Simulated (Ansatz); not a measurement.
Born–Oppenheimer molecular dynamics of CH$_{7}$NO$_{2}$Si (12 atoms, charge 0, multiplicity 1). It starts at the highest image of a converged band. Of that band: Neighbouring images differ by up to 2.3 eV, so the band resolves the path poorly. A vibrational analysis at the climbing image gives one clearly imaginary mode, 1531i cm⁻¹: a first-order saddle point.

These are results of RKS PBE0-D4/def2-SVP (Ansatz), not measurements.

```
ensemble                      : NVE (velocity Verlet)
time step                     : 0.5 fs
steps asked                   : 200
starting velocities drawn for : 100 K
seed                          : 9818
```

Frames 2.5 fs apart, positions in Å, forces in eV/Å.

Velocities at 15.0 fs (Å/ps):

```
O -1.27 -3.03 0.95
C -0.08 3.99 -0.32
O 0.13 0.93 -0.84
N -5.18 2.82 1.50
Si -1.94 -5.70 -6.17
H -11.63 3.34 2.15
H 5.59 1.79 5.48
H 0.92 2.41 -1.71
H -15.12 12.05 2.50
H 118.03 85.33 122.84
H 27.27 -0.24 13.17
H 20.08 0.68 8.69
```

```xyz
12
Properties=species:S:1:pos:R:3:forces:R:3 time_fs=15.0 energy_less_start_eV=-2.029 T=1669
O -1.550 -0.586 0.464 -0.78 -1.03 0.69
C -0.225 -0.839 0.071 -0.43 -0.20 -0.29
O -0.152 -1.988 -0.740 -0.10 0.41 0.12
N 0.288 0.330 -0.516 0.35 1.64 0.30
Si 1.144 1.630 0.536 -0.20 -3.18 -2.30
H -1.908 -1.351 0.986 0.65 0.90 -0.79
H 0.382 -1.097 0.944 0.34 -0.10 0.39
H -0.757 -1.867 -1.486 0.05 0.09 0.14
H -0.130 0.562 -1.420 -0.14 0.10 0.43
H 2.381 0.687 0.340 -0.06 1.46 1.25
H 0.497 1.862 1.862 0.26 -0.08 0.06
H 1.224 2.906 -0.225 0.06 -0.01 0.00
12
Properties=species:S:1:pos:R:3:forces:R:3 time_fs=17.5 energy_less_start_eV=-2.444 T=1989
O -1.554 -0.595 0.467 -0.07 0.47 -0.30
C -0.227 -0.831 0.070 -0.25 -1.08 0.66
O -0.152 -1.985 -0.742 0.02 0.64 0.30
N 0.276 0.341 -0.512 0.97 1.85 0.50
Si 1.140 1.612 0.519 1.29 -2.54 -0.92
H -1.919 -1.324 0.972 0.19 -0.42 0.05
H 0.401 -1.093 0.962 -0.17 0.12 -0.36
H -0.754 -1.859 -1.487 -0.03 0.07 0.03
H -0.170 0.595 -1.398 0.05 0.09 0.44
H 2.656 0.941 0.675 -1.82 1.03 0.06
H 0.571 1.858 1.893 -0.03 -0.14 -0.31
H 1.274 2.907 -0.205 -0.16 -0.09 -0.14
12
Properties=species:S:1:pos:R:3:forces:R:3 time_fs=20.0 energy_less_start_eV=-2.079 T=1708
O -1.559 -0.602 0.470 0.52 1.36 -0.92
C -0.229 -0.827 0.072 -0.20 -1.21 0.83
O -0.152 -1.979 -0.743 0.11 0.78 0.39
N 0.268 0.359 -0.505 1.24 1.12 1.03
Si 1.138 1.589 0.499 2.22 -0.89 0.66
H -1.919 -1.319 0.960 -0.17 -1.22 0.58
H 0.413 -1.083 0.962 -0.31 0.12 -0.48
H -0.752 -1.846 -1.486 -0.08 0.04 -0.05
H -0.207 0.633 -1.354 -0.09 0.27 -0.15
H 2.829 1.254 1.013 -2.43 0.05 -1.12
H 0.642 1.846 1.906 -0.46 -0.21 -0.50
H 1.314 2.902 -0.193 -0.36 -0.23 -0.26
12
Properties=species:S:1:pos:R:3:forces:R:3 time_fs=22.5 energy_less_start_eV=-1.486 T=1250
O -1.562 -0.605 0.469 -0.24 -0.45 0.33
C -0.233 -0.829 0.079 -0.44 -0.56 -0.02
O -0.151 -1.970 -0.742 0.03 0.78 0.19
N 0.266 0.383 -0.494 0.75 0.08 0.69
Si 1.141 1.565 0.481 2.51 0.84 1.80
H -1.921 -1.372 0.972 0.63 0.63 -0.63
H 0.409 -1.068 0.938 0.10 -0.13 0.24
H -0.754 -1.831 -1.486 0.04 -0.01 0.08
H -0.248 0.688 -1.314 0.07 0.21 -0.06
H 2.860 1.571 1.286 -2.13 -0.84 -1.84
H 0.685 1.822 1.891 -0.86 -0.24 -0.41
H 1.333 2.884 -0.197 -0.46 -0.30 -0.35
12
Properties=species:S:1:pos:R:3:forces:R:3 time_fs=25.0 energy_less_start_eV=-1.022 T=891
O -1.566 -0.609 0.469 -0.01 -0.53 0.30
C -0.238 -0.834 0.084 -0.38 0.35 -0.62
O -0.151 -1.959 -0.740 0.03 0.61 0.08
N 0.266 0.406 -0.481 -0.10 -1.03 -0.12
Si 1.149 1.542 0.467 2.38 2.21 2.48
H -1.892 -1.398 0.954 0.36 0.59 -0.49
H 0.409 -1.059 0.926 0.29 -0.27 0.63
H -0.754 -1.817 -1.483 0.04 -0.03 0.05
H -0.284 0.753 -1.277 0.41 -0.05 0.35
H 2.765 1.839 1.452 -1.38 -1.45 -2.11
H 0.678 1.784 1.853 -1.17 -0.22 -0.11
H 1.326 2.849 -0.222 -0.48 -0.18 -0.44
12
Properties=species:S:1:pos:R:3:forces:R:3 time_fs=27.5 energy_less_start_eV=-0.872 T=776
O -1.569 -0.615 0.470 0.80 1.00 -0.67
C -0.245 -0.837 0.088 0.44 1.00 -0.12
O -0.150 -1.945 -0.739 0.11 0.31 0.06
N 0.266 0.425 -0.468 -0.33 -2.26 -0.31
Si 1.162 1.523 0.458 1.86 3.20 2.99
H -1.845 -1.398 0.913 -0.58 -1.12 0.61
H 0.423 -1.065 0.946 -0.26 -0.09 -0.02
H -0.752 -1.804 -1.478 -0.05 -0.01 -0.11
H -0.298 0.817 -1.222 0.23 -0.07 0.05
H 2.589 2.021 1.493 -0.51 -1.83 -2.05
H 0.601 1.733 1.807 -1.24 -0.16 0.06
H 1.290 2.804 -0.272 -0.47 0.02 -0.49
12
Properties=species:S:1:pos:R:3:forces:R:3 time_fs=30.0 energy_less_start_eV=-1.053 T=914
O -1.571 -0.618 0.470 0.28 -0.32 0.08
C -0.251 -0.836 0.090 0.94 1.35 0.27
O -0.148 -1.931 -0.737 0.06 -0.02 -0.22
N 0.265 0.435 -0.456 -0.03 -3.09 -0.28
Si 1.179 1.512 0.455 0.42 3.82 3.16
H -1.825 -1.447 0.897 -0.32 0.15 -0.03
H 0.423 -1.077 0.967 -0.53 0.10 -0.46
H -0.752 -1.791 -1.478 0.03 0.00 -0.04
H -0.299 0.877 -1.165 -0.12 0.00 -0.35
H 2.382 2.094 1.412 0.51 -1.96 -1.58
H 0.453 1.672 1.763 -0.78 -0.06 -0.16
H 1.225 2.758 -0.352 -0.45 0.04 -0.39
12
Properties=species:S:1:pos:R:3:forces:R:3 time_fs=32.5 energy_less_start_eV=-1.033 T=896
O -1.571 -0.622 0.469 -0.29 -1.30 0.65
C -0.252 -0.827 0.094 0.58 1.34 -0.09
O -0.147 -1.916 -0.736 0.03 -0.34 -0.48
N 0.264 0.432 -0.445 0.15 -2.80 -0.80
Si 1.196 1.508 0.459 -3.74 2.92 1.09
H -1.825 -1.490 0.881 -0.01 1.25 -0.55
H 0.395 -1.084 0.964 -0.11 0.08 -0.07
H -0.751 -1.779 -1.480 0.11 0.02 0.06
H -0.304 0.934 -1.125 0.05 -0.38 -0.01
H 2.214 2.056 1.246 3.27 -0.83 0.63
H 0.261 1.609 1.710 0.23 0.17 -0.44
H 1.135 2.714 -0.453 -0.27 -0.13 0.01
12
Properties=species:S:1:pos:R:3:forces:R:3 time_fs=35.0 energy_less_start_eV=-0.864 T=770
O -1.571 -0.630 0.470 -0.05 0.55 -0.12
C -0.250 -0.812 0.097 -0.08 0.78 -0.56
O -0.145 -1.902 -0.736 0.16 -0.58 -0.38
N 0.264 0.416 -0.438 0.54 -1.92 -1.11
Si 1.205 1.511 0.465 -7.23 1.77 -0.90
H -1.829 -1.472 0.839 -0.43 -0.40 0.22
H 0.361 -1.086 0.958 0.45 -0.02 0.51
H -0.744 -1.765 -1.480 0.01 0.08 -0.09
H -0.308 0.969 -1.087 0.10 -0.71 0.17
H 2.243 1.970 1.116 5.07 0.17 2.02
H 0.083 1.556 1.631 1.32 0.50 -0.38
H 1.030 2.663 -0.553 0.13 -0.25 0.60
12
Properties=species:S:1:pos:R:3:forces:R:3 time_fs=37.5 energy_less_start_eV=-1.422 T=1197
O -1.573 -0.636 0.471 -0.14 1.39 -0.32
C -0.248 -0.794 0.098 -0.16 -0.68 0.08
O -0.143 -1.891 -0.738 0.17 -0.68 -0.27
N 0.266 0.393 -0.435 1.26 -1.08 -0.88
Si 1.201 1.518 0.470 -3.20 2.53 0.62
H -1.857 -1.473 0.807 -0.39 -0.89 0.35
H 0.350 -1.088 0.977 0.32 0.11 0.15
H -0.736 -1.746 -1.484 0.00 0.10 -0.13
H -0.307 0.965 -1.042 -0.33 -0.43 -0.30
H 2.533 1.880 1.084 0.08 -1.06 -0.36
H -0.019 1.534 1.532 1.83 0.76 0.08
H 0.933 2.598 -0.618 0.56 -0.05 0.97
12
Properties=species:S:1:pos:R:3:forces:R:3 time_fs=40.0 energy_less_start_eV=-1.110 T=958
O -1.575 -0.638 0.472 -1.01 -0.18 0.41
C -0.247 -0.779 0.099 -0.03 -2.42 1.08
O -0.140 -1.882 -0.741 -0.01 -0.72 -0.30
N 0.273 0.365 -0.436 1.56 0.28 -0.84
Si 1.189 1.530 0.475 -0.39 1.51 0.32
H -1.903 -1.513 0.790 0.53 1.01 -0.44
H 0.357 -1.083 1.004 -0.07 0.23 -0.48
H -0.727 -1.722 -1.494 0.15 0.06 0.04
H -0.325 0.934 -1.014 -0.43 -0.25 -0.52
H 2.844 1.736 1.042 -2.49 -0.83 -0.91
H -0.016 1.555 1.440 1.40 0.82 0.89
H 0.868 2.532 -0.628 0.77 0.49 0.75
12
Properties=species:S:1:pos:R:3:forces:R:3 time_fs=42.5 energy_less_start_eV=-0.876 T=778
O -1.580 -0.640 0.473 -0.67 0.50 0.15
C -0.246 -0.776 0.106 -0.12 -3.10 1.17
O -0.137 -1.876 -0.745 -0.10 -0.84 -0.12
N 0.287 0.339 -0.441 1.00 1.91 -1.07
Si 1.176 1.545 0.482 1.59 -0.09 -0.82
H -1.923 -1.507 0.753 0.40 0.42 -0.21
H 0.361 -1.066 1.007 -0.11 0.03 -0.35
H -0.710 -1.695 -1.503 0.14 0.04 0.01
H -0.364 0.886 -1.013 0.18 -0.46 -0.14
H 3.014 1.543 0.949 -3.21 -0.25 -0.71
H 0.067 1.625 1.402 0.18 0.74 1.97
H 0.848 2.496 -0.595 0.73 1.12 0.12
```

Of the whole run (100 fs, mean temperature of the second half 1211 K): The conserved energy stayed within 0.49 meV per atom of its start (net change 0.071 meV per atom), so the integration is sound. The system heated up, since it started high on the potential surface and ran downhill. A run of 0.1 ps of so small a system gives no equilibrium averages. The orbitals stay closed-shell, which can raise the energy where a bond breaks towards radicals; this wasn't checked here.

The run took 9.5 min on 2 threads of Arm Neoverse V1 (shared host), peak memory 0.24 GiB.
